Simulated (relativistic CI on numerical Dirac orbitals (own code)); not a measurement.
Fe²⁺ in a cubic cluster: L2,3 absorption with charge transfer

Computed with a charge-transfer multiplet model of a cubic metal-ligand cluster with up to 3 ligand holes, Slater and spin-orbit integrals from Dirac-Coulomb-Breit ions, Slater integrals scaled by 0.7. The ground state mixes d6 with configurations of k ligand holes L, whose averages lie at kΔ + k(k − 1)U_dd/2; a core hole lowers each added d electron by U_cd. 20 K, Lorentzian 0.4 eV and Gaussian 0.3 eV FWHM.

Atomic integrals in eV (Slater integrals scaled, ζ unscaled), ground: F2dd 7.632, F4dd 4.739, zeta_d 0.049; with the core hole: F2dd 8.202, F4dd 5.098, zeta_d 0.067, zeta_core 8.135, F2cd 4.777, G1cd 3.552, G3cd 2.018.

Cluster parameters (eV): U_dd = 6.3, U_cd = 8.2, 10Dq = 0.4, 10Dq(ligand) = 0.8, V(eg) = 1.35, V(t2g) = -0.72, final-state hopping factor = 1.

| Case | n_d | d6 | d7L | d8L2 | d9L3 | S |
| --- | --- | --- | --- | --- | --- | --- |
| Δ = 0.3 eV | 6.44 | 0.58 | 0.39 | 0.02 | 0.00 | 2.00 |
| Δ = 1.3 eV | 6.31 | 0.70 | 0.29 | 0.01 | 0.00 | 2.00 |
| Δ = 2.3 eV | 6.22 | 0.79 | 0.21 | 0.01 | 0.00 | 2.00 |
| Δ = 3.3 eV | 6.16 | 0.84 | 0.15 | 0.00 | 0.00 | 2.00 |
| Δ = 4.3 eV | 6.12 | 0.88 | 0.11 | 0.00 | 0.00 | 2.00 |

Weights, n_d and S are thermal averages at 20 K. Photon energies count from the first peak over 30 % of the highest in each spectrum, which can be another peak from case to case. The parameters are a model scan and need not match a compound or its usual spin state. Peaks in eV (height, largest 100):
- Δ = 0.3 eV: 0.0 (31), 1.3 (100), 3.4 (17), 5.1 (11), 5.7 (12), 14.0 (32)
- Δ = 1.3 eV: -1.1 (25), 0.0 (100), 1.0 (29), 2.2 (15), 4.2 (10), 12.6 (32)
- Δ = 2.3 eV: -1.0 (28), 0.0 (100), 1.3 (23), 4.4 (7), 12.5 (34), 14.1 (7)
- Δ = 3.3 eV: 0.0 (100), 1.7 (21), 12.6 (39), 14.5 (7)
- Δ = 4.3 eV: 0.0 (100), 2.0 (20), 3.8 (6), 12.6 (41), 14.7 (7)

For the case Δ = 3.3 eV, Δ = 3.3 eV is smaller than U_dd = 6.3 eV, the charge-transfer side of the Zaanen-Sawatzky-Allen scheme. With the core hole the configuration with one ligand hole lies at Δ + U_dd − U_cd = -1.6, -0.6, 0.4, 1.4, 2.4 eV from the one without, in the order of the table; where this is negative the screened configuration lies lower, though the effective hopping of about 2.1 eV (from the holes of the mixed ground state) mixes the two strongly wherever it is as large as the gap.
